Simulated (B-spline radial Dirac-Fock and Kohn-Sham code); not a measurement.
These are calculated numbers from an atomic code on a B-spline grid; the model is the Dirac equation of a negative muon with reduced mass in the field of a spherical finite nucleus, with the Uehling potential to all orders; nuclear polarisation, deformation, hyperfine structure, self-energy, higher-order vacuum polarisation, relativistic recoil and electron screening are left out. The nuclear charge is a Fermi distribution (skin thickness 2.3 fm).

**Question.** A muonic atom of atomic mass 89.91 u emits these computed lines: 2p3/2 → 1s1/2 2635 keV, 3d5/2 → 2p3/2 662.4 keV, 4f7/2 → 3d5/2 231.5 keV, 5g9/2 → 4f7/2 106.8 keV. Which element is it, and what rms charge radius was used?

**Answer.** Niobium (Z = 41, nuclide ⁹⁰Nb); the high transitions hardly feel the nucleus and fix Z. The 2p → 1s line lies 1011 keV below the value for a point nucleus without QED, which for this nuclear model gives a radius near 4.29 fm (4.2891 fm was used).
